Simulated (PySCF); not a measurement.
Dipole response of Al⁻ (aluminium, charge -1)

[Ne] 3s2 3p2, high-spin 3P determinant. Calculation: PySCF 2.14, in dyall-av3z (19s12p3d2f, 84 functions); scalar relativity by spin-free X2C-1e. Coupled (time-dependent) response in atomic units; α is the mean over directions.

```json
{"method": "UHF", "mean α (bohr³)": "338.6", "α xx, yy, zz": "156.8, 429.5, 429.5", "C₆ (like pair)": "6169", "S(−4)": "115800"}
```

S(−4) is the Cauchy moment in α(ω) = α(0) + S(−4) ω² + …

α(iu) at UHF:

| u (hartree) | α(iu) (bohr³) |
| --- | --- |
| 0 | 338.6 |
| 0.0500 | 209.3 |
| 0.100 | 124.6 |
| 0.200 | 57.29 |
| 0.300 | 31.94 |
| 0.500 | 13.76 |
| 0.750 | 6.665 |
| 1.00 | 3.923 |
| 1.50 | 1.848 |
| 2.00 | 1.087 |
| 3.00 | 0.5208 |
| 5.00 | 0.2080 |

A single London oscillator, α(iu) = α/(1 + u²/ω²), gives C₆ = (3/4) ω α². Matching the computed C₆ needs ω = 4 × 6169 / (3 × 338.6²) = 0.0717 hartree.

For an ion, C₆ is the dispersion term alone; charge-induced terms of lower order in 1/R come first.

The components differ because the open shell of this determinant is not spherical; for a pure term their mean is the scalar polarisability.
